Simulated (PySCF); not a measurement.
C3H3ClF2.

```xyz
9

F     -1.6267     0.2004     1.3863
C     -0.6275    -0.4364     0.7491
C     -0.6275    -0.4364    -0.7491
F     -1.6267     0.2004    -1.3863
C      0.3567     0.4048     0.0000
Cl     2.0633     0.0227     0.0000
H     -0.2706    -1.3304     1.2723
H     -0.2706    -1.3304    -1.2723
H      0.1341     1.4765     0.0000
```
Charge 0, spin multiplicity 1.

Geometry: PBE0-D3(BJ)/def2-SVP. The structure was generated by enumeration; whether it is a known compound was not checked.

Calculation: PySCF with KT2/pcSseg-1. Non-relativistic, no solvent.

Computed absolute GIAO shielding of each atom: isotropic value and principal components (ppm):
```tsv
atom	σ(iso)	σ11	σ22	σ33	span
F1	402.5	349.5	423.2	434.6	85.1
C2	104.8	59.1	83.2	172.1	113.0
C3	104.8	59.1	83.2	172.1	113.0
F4	402.5	349.5	423.2	434.6	85.1
C5	144.4	116.9	122.5	193.8	76.9
Cl6	823.8	680.6	697.6	1093.3	412.7
H7	27.1	22.4	28.0	30.9	8.5
H8	27.1	22.4	28.0	30.9	8.5
H9	28.1	21.7	28.7	33.8	12.1
```
